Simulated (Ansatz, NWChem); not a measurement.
The same job for Ansatz

NWChem 7.3.0 runs this on GaSiH4OF (SMILES [F][GaH][O][SiH3]):

run.py:
```python
from ase import Atoms
from ase.calculators.nwchem import NWChem

system = Atoms('FGaOSiHHHH', positions=[
    [0.857100, 1.472000, 1.846200],
    [1.323900, 1.220200, 0.177500],
    [0.322200, 0.024800, -0.644000],
    [-0.952800, -0.945800, -0.299100],
    [2.493100, 1.984200, -0.463100],
    [-1.287500, -1.717200, -1.523200],
    [-0.618600, -1.894300, 0.796900],
    [-2.137300, -0.143800, 0.108800],
])

calc = NWChem(
    label='job',
    theory='dft',
    memory='2200 mb',
    basis='6-31G*',
    basispar='spherical bse',
    dft={'xc': 'slater vwn_5', 'mult': '1', 'grid': 'xfine', 'convergence': 'energy 1e-08', 'iterations': '100', 'mulliken': None},
)
system.calc = calc

forces = system.get_forces()
print("Total energy (eV):", round(system.get_potential_energy(), 6))
print("forces (eV/A):")
for s, f in zip(system.symbols, forces):
    print(f"{s:2s} {f[0]:10.5f} {f[1]:10.5f} {f[2]:10.5f}")
print("dipole (e A):", system.get_dipole_moment().round(4))
```

```bash
$ export ASE_NWCHEM_COMMAND="nwchem PREFIX.nwi > PREFIX.nwo"
$ python run.py
```

The coordinates come from a PBE0-D4/def2-TZVP relaxation. This is one conformer, not always the lowest.

It gives a total energy of -2386.219539 Eh.

Task: Translate the job to Ansatz 0.2.0 as an input file of the program's own, asking for the energy.

Result: One way, which was run:

input.yaml:
```yaml
crystal:
  periodic: [false, false, false]
  atoms:
    - {symbol: F, position_ang: [0.857100, 1.472000, 1.846200]}
    - {symbol: Ga, position_ang: [1.323900, 1.220200, 0.177500]}
    - {symbol: O, position_ang: [0.322200, 0.024800, -0.644000]}
    - {symbol: Si, position_ang: [-0.952800, -0.945800, -0.299100]}
    - {symbol: H, position_ang: [2.493100, 1.984200, -0.463100]}
    - {symbol: H, position_ang: [-1.287500, -1.717200, -1.523200]}
    - {symbol: H, position_ang: [-0.618600, -1.894300, 0.796900]}
    - {symbol: H, position_ang: [-2.137300, -0.143800, 0.108800]}
basis:
  gaussian:
    orbitals: 6-31G_st_-spherical.json
accuracy: high
output:
  orbitals: {seedname: orbitals}
hamiltonian:
  xc: {name: SVWN5}
```

```bash
$ ansatz run input.yaml --threads 1 --pin off --max-ram 3480MiB --events-out events.jsonl --progress --plain --runs-dir runs
```

(Basis files named in the input come from the Basis Set Exchange and aren't shown.)

Its energy is -2386.219539 Eh, the same as the first but for the last digit, at most.
